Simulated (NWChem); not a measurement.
System: GeSiH$_{3}$F$_{3}$; SMILES F[Si](F)(F)[GeH3]

Input file for NWChem:

```
start job
memory heap 200 mb stack 900 mb global 1100 mb
geometry units angstroms noautosym nocenter noautoz
  F      1.484961     1.476049     0.138440
  Si    -0.000117     0.876473     0.000169
  F     -0.862426     1.477822     1.216281
  F     -0.622224     1.475755    -1.355512
  Ge    -0.000744    -1.480365     0.001882
  H      0.604222    -1.979173     1.321190
  H      0.838907    -1.981030    -1.181221
  H     -1.445593    -1.979921    -0.133169
end
basis spherical
  F library def2-svpd
  Si library def2-svpd
  Ge library def2-svpd
  H library def2-svpd
end
dft
  xc xpbe96 cpbe96
  iterations 150
end
property
  response 1 0.0
end
task dft property
```

NWChem printed, in part:

```
             Northwest Computational Chemistry Package (NWChem) 7.3.0
             --------------------------------------------------------

                             Geometry "geometry" -> ""
                             -------------------------

 Output coordinates in angstroms (scale by  1.889725989 to convert to a.u.)

  No.       Tag          Charge          X              Y              Z
 ---- ---------------- ---------- -------------- -------------- --------------
    1 F                    9.0000     1.48496100     1.47604900     0.13844000
    2 Si                  14.0000    -0.00011700     0.87647300     0.00016900
    3 F                    9.0000    -0.86242600     1.47782200     1.21628100
    4 F                    9.0000    -0.62222400     1.47575500    -1.35551200
    5 Ge                  32.0000    -0.00074400    -1.48036500     0.00188200
    6 H                    1.0000     0.60422200    -1.97917300     1.32119000
    7 H                    1.0000     0.83890700    -1.98103000    -1.18122100
    8 H                    1.0000    -1.44559300    -1.97992100    -0.13316900

 Effective nuclear repulsion energy (a.u.)     464.2885784651

  pbe96 is a nonlocal functional; adding pw91lda local functional.
                              NWChem Property Module
                              ----------------------

                                 NWChem DFT Module
                                 -----------------

 Summary of "ao basis" -> "ao basis" (spherical)
 ------------------------------------------------------------------------------
       Tag                 Description            Shells   Functions and Types
 ---------------- ------------------------------  ------  ---------------------
 F                         def2-svpd                 9       23   4s3p2d
 Si                        def2-svpd                10       24   5s3p2d
 Ge                        def2-svpd                14       38   6s4p4d
 H                         def2-svpd                 4        8   2s2p

            General Information
            -------------------
          SCF calculation type: DFT
          Wavefunction type:  closed shell.
          No. of atoms     :     8
          No. of electrons :    76
           Alpha electrons :    38
            Beta electrons :    38
          Charge           :     0
          Spin multiplicity:     1
          Use of symmetry is: off; symmetry adaption is: off
          Maximum number of iterations: 150
          AO basis - number of functions:   155
                     number of shells:    63
          Convergence on energy requested:  1.00D-06
          Convergence on density requested:  1.00D-05
          Convergence on gradient requested:  5.00D-04

              XC Information
              --------------
          PerdewBurkeErnzerhof Exchange Functional  1.000
            Perdew 1991 LDA Correlation Functional  1.000 local
           PerdewBurkeErnz. Correlation Functional  1.000 non-local

             Grid Information
             ----------------
          Grid used for XC integration:  medium
          Radial quadrature: Mura-Knowles
          Angular quadrature: Lebedev.
          Tag              B.-S. Rad. Rad. Pts. Rad. Cut. Ang. Pts.
          ---              ---------- --------- --------- ---------
          F                   0.50       49          12.0       434
          Si                  1.10       88          11.0       590
          Ge                  1.25      112          11.0       590
          H                   0.35       45          13.0       434
          Grid pruning is: on
          Number of quadrature shells:   482
          Spatial weights used:  Erf1

      Superposition of Atomic Density Guess
      -------------------------------------

 Sum of atomic energies:       -2663.17205914

      Non-variational initial energy
      ------------------------------

 Total energy =   -2664.225808
 1-e energy   =   -4639.514939
 2-e energy   =    1511.000553
 HOMO         =      -0.364788
 LUMO         =       0.032709

   convergence    iter        energy       DeltaE   RMS-Dens  Diis-err
 ---------------- ----- ----------------- --------- --------- ---------
 d= 0,ls=0.0,diis     1  -2666.5535946656 -3.13D+03  1.93D-02  1.29D+00
 d= 0,ls=0.0,diis     2  -2666.2427263452  3.11D-01  9.77D-03  5.20D+00
 d= 0,ls=0.0,diis     3  -2666.6978828258 -4.55D-01  1.75D-03  3.86D-02
 d= 0,ls=0.0,diis     4  -2666.7001585334 -2.28D-03  6.09D-04  8.09D-03
 d= 0,ls=0.0,diis     5  -2666.7006975763 -5.39D-04  1.44D-04  3.81D-04
  Resetting Diis
 d= 0,ls=0.0,diis     6  -2666.7007425272 -4.50D-05  2.76D-05  8.82D-06
 d= 0,ls=0.0,diis     7  -2666.7007434695 -9.42D-07  1.76D-05  8.38D-07
 d= 0,ls=0.0,diis     8  -2666.7007434216  4.78D-08  9.44D-06  1.29D-06

         Total DFT energy =    -2666.700743421640
      One electron energy =    -4639.608067939942
           Coulomb energy =     1640.324172236364
    Exchange-Corr. energy =     -131.705426183117
 Nuclear repulsion energy =      464.288578465055

 Numeric. integr. density =       75.999975969492

                       DFT Final Molecular Orbital Analysis
                       ------------------------------------

 Vector   36  Occ=2.000000D+00  E=-3.314534D-01
              MO Center=  5.2D-02, -1.7D+00, -4.4D-01, r^2= 2.5D+00
   Bfn.  Coefficient  Atom+Function         Bfn.  Coefficient  Atom+Function
  ----- ------------  ---------------      ----- ------------  ---------------
   140      0.362756  7 H  s                148     -0.261193  8 H  s
   106      0.258666  5 Ge px               108     -0.220068  5 Ge pz
   109      0.194210  5 Ge px               111     -0.165243  5 Ge pz
   103     -0.153920  5 Ge px               105      0.130953  5 Ge pz
   141      0.118695  7 H  s                132     -0.101583  6 H  s

 Vector   37  Occ=2.000000D+00  E=-3.314479D-01
              MO Center= -5.4D-02, -1.7D+00,  4.4D-01, r^2= 2.5D+00
   Bfn.  Coefficient  Atom+Function         Bfn.  Coefficient  Atom+Function
  ----- ------------  ---------------      ----- ------------  ---------------
   132      0.360233  6 H  s                148     -0.268093  8 H  s
   108      0.258667  5 Ge pz               106      0.220069  5 Ge px
   111      0.194206  5 Ge pz               109      0.165233  5 Ge px
   105     -0.153921  5 Ge pz               103     -0.130953  5 Ge px
   133      0.117873  6 H  s                140     -0.092154  7 H  s

 Vector   38  Occ=2.000000D+00  E=-3.005543D-01
              MO Center= -3.9D-04, -3.3D-01,  1.0D-03, r^2= 3.5D+00
   Bfn.  Coefficient  Atom+Function         Bfn.  Coefficient  Atom+Function
  ----- ------------  ---------------      ----- ------------  ---------------
    27      0.335515  2 Si s                107      0.335996  5 Ge py
    26      0.244058  2 Si s                 33     -0.224288  2 Si py
     6     -0.194494  1 F  py                53     -0.194570  3 F  py
    76     -0.194475  4 F  py               104     -0.189749  5 Ge py
   110      0.182543  5 Ge py                25      0.154108  2 Si s

 Vector   39  Occ=0.000000D+00  E=-4.009834D-02
              MO Center= -1.1D-03, -8.7D-01,  1.9D-03, r^2= 8.5D+00
   Bfn.  Coefficient  Atom+Function         Bfn.  Coefficient  Atom+Function
  ----- ------------  ---------------      ----- ------------  ---------------
    98      3.002393  5 Ge s                 99     -2.049889  5 Ge s
    27     -1.535153  2 Si s                 97      0.511502  5 Ge s
   133     -0.467999  6 H  s                141     -0.468851  7 H  s
   149     -0.467748  8 H  s                  4      0.417457  1 F  s
    51      0.418396  3 F  s                 74      0.417711  4 F  s

 Vector   40  Occ=0.000000D+00  E=-3.820441D-02
              MO Center=  2.3D-02, -5.3D-01, -3.2D-02, r^2= 4.5D+00
   Bfn.  Coefficient  Atom+Function         Bfn.  Coefficient  Atom+Function
  ----- ------------  ---------------      ----- ------------  ---------------
    37      0.426852  2 Si pz                35     -0.302489  2 Si px
   141      0.266265  7 H  s                111      0.257834  5 Ge pz
    51     -0.216217  3 F  s                140      0.212329  7 H  s
    34      0.187228  2 Si pz               109     -0.182729  5 Ge px
   128      0.159910  5 Ge d -1              60      0.154774  3 F  pz

 Vector   41  Occ=0.000000D+00  E=-3.820192D-02
              MO Center= -2.3D-02, -5.3D-01,  3.4D-02, r^2= 4.5D+00
   Bfn.  Coefficient  Atom+Function         Bfn.  Coefficient  Atom+Function
  ----- ------------  ---------------      ----- ------------  ---------------
    35      0.426820  2 Si px                37      0.302497  2 Si pz
   109      0.257856  5 Ge px               133     -0.231314  6 H  s
   149      0.231892  8 H  s                  4     -0.188415  1 F  s
    32      0.187215  2 Si px                74      0.187950  4 F  s
   132     -0.183968  6 H  s                148      0.184176  8 H  s

     Multipole analysis of the density
     ---------------------------------

     L   x y z        total         alpha         beta         nuclear
     -   - - -        -----         -----         ----         -------
     0   0 0 0      0.000000    -38.000000    -38.000000     76.000000

     1   1 0 0     -0.000320      0.023566      0.023566     -0.047453
     1   0 1 0     -0.920342      0.649616      0.649616     -2.219574
     1   0 0 1      0.000588     -0.058543     -0.058543      0.117675

     2   2 0 0    -36.206152    -77.352498    -77.352498    118.498843
     2   1 1 0      0.001002     -0.053467     -0.053467      0.107936
     2   1 0 1     -0.000035     -0.000625     -0.000625      0.001215
     2   0 2 0    -35.770862   -288.409124   -288.409124    541.047386
     2   0 1 1     -0.001902      0.152173      0.152173     -0.306248
     2   0 0 2    -36.206023    -77.350423    -77.350423    118.494823

 *** CALLING NEW AORESP DRIVER FOR CLOSED AND OPEN SHELLS ***
 Entering AOResponse driver routine

--------------------------------------------------------------------------------

          -----------------------------------------------
          Solving response equations for perturbing field
          -----------------------------------------------

 number of frequencies:     1
 frequency in a.u.:  0.0000000E+00
 Perturbing field: electric
 Using El. Dipole Length Gauge

 Setting up CPKS with frequency omega =      0.00000000 a.u.

 STATIC response

                                NWChem CPHF Module
                                ------------------

  scftype          =     RHF
  nclosed          =       38
  nopen            =        0
  variables        =     4446
  # of vectors     =        3
  tolerance        = 0.10D-03
  level shift      = 0.00D+00
  max iterations   =       50
  max subspace     =       30

 SCF residual:    1.2772733641251417E-004

Iterative solution of linear equations
  No. of variables     4446
  No. of equations        3
  Maximum subspace       30
        Iterations       50
       Convergence  1.0D-04

   iter   nsub   residual    time
   ----  ------  --------  ---------
     1      3    3.78D+00      92.0
     2      6    1.77D+00     104.4
     3      9    8.60D-01     114.7
     4     12    7.20D-02     125.3
     5     15    2.14D-02     137.8
     6     18    1.66D-02     153.4
     7     21    2.89D-04     170.0
     8     24    2.71D-04     186.9
     9     27    1.80D-04     204.1
    10     30    1.22D-04     221.8
    11     30    8.64D-05     238.3

 Electric Dipole Response Matrix (nonzero elements):

              1        2        3
    1   54.7458   0.0033  -0.0003
    2    0.0033  68.5072  -0.0097
    3   -0.0003  -0.0097  54.7457

 ------------------------------------------
 average:        59.33290 + I       0.00000

 DFT Linear Response polarizability / au
 Frequency  =       0.0000000 / au
              X              Y              Z
 -----------------------------------------------
 X      54.7458432      0.0033035     -0.0003353
 Y       0.0033035     68.5071932     -0.0096823
 Z      -0.0003353     -0.0096823     54.7456583
 -----------------------------------------------
 Eigenvalues =      54.7460934     68.5072008     54.7454005
 Isotropic   =      59.3328982
 Anisotropic =      13.7614539
 -----------------------------------------------

 Magnetic Dipole Response Matrix (nonzero elements):

 Exiting AOResponse driver routine
```

Level: PBE/def2-SVPD. All runs use the structure optimised with PBE0/def2-SVP.
